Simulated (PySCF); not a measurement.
## KAs⁺ from Hartree–Fock to correlated methods

State: ⁴Σ⁻ (quartet), unpaired electrons σ ↑, π ↑↑. Set-up: K pcseg-1, As pcseg-1; no relativity (PySCF 2.14). De refers to K⁺ + As in their high-spin ground configurations, without counterpoise correction. The functionals are run spin-unrestricted. A positive dipole points towards As; it is taken about the centre of mass and depends on that origin.

```csv
Level,Re (Å),ωe (cm⁻¹),De (eV),μ (D),"CPU s a point (SCF and correlation, without the integrals)"
UHF,3.840,54.8,0.113,-10.86,0.13
UHF-MP2,3.723,65.3,0.155,n/a,0.22
UHF-SCS-MP2,3.743,63.8,0.147,n/a,n/a
UHF-CCSD,3.741,64.5,0.151,n/a,n/a
UHF-CCSD(T),3.732,65.3,0.155,n/a,3.4
PBE,3.638,66.0,0.186,-9.80,0.41
BLYP,3.695,62.5,0.176,-9.95,0.31
r²SCAN,3.674,62.9,0.150,-10.13,0.51
r²SCANh,3.670,63.0,0.148,-10.13,0.58
PBE0,3.650,64.3,0.161,-9.99,1
MN15,3.620,66.9,0.165,-9.94,0.56
CAM-B3LYP,3.632,66.1,0.166,-9.93,1.1
```

Which functional lies closest to UHF-CCSD(T) in De, which farthest, and by how much do they differ from it?

Closest is r²SCAN (-5.8 pm in Re, -3.7 % in ωe, -0.01 eV in De against UHF-CCSD(T) in the same basis), farthest PBE (-9.4 pm in Re, +1.1 % in ωe, +0.03 eV in De). CCSD(T) converges more slowly with the basis than the functionals do and binds too weakly in this one, so the order can change at the basis-set limit.

What does a quarter of exact exchange do here, going from PBE to PBE0?

PBE0 less PBE: +1.2 pm in Re, -2.6 % in ωe, -0.02 eV in De. Exact exchange removes part of the self-interaction that spreads semilocal densities, and in most molecules shortens and stiffens the bond and lowers De; here Re and ωe go the other way.

What does the step from GGA to meta-GGA do here, going from PBE to r²SCAN?

r²SCAN less PBE: +3.6 pm in Re, -4.7 % in ωe, -0.04 eV in De. 

Correlated steps freeze 14 core orbitals. The bond is weak. Basis-set superposition, not corrected here, can be much of De in a small basis, most of all at correlated wavefunction levels. Spin–orbit coupling is left out. For an ion De counts to the pair picked by the measured ionisation energies or electron affinities, which need not be the lowest pair at this level. The state was picked by a PBE0 search and need not be the measured ground state.

The whole job (state search and all levels along the bond) took about 2 min on 1 thread of Oxide Virtual Turin-like (shared host), peak memory 0.63 GiB.
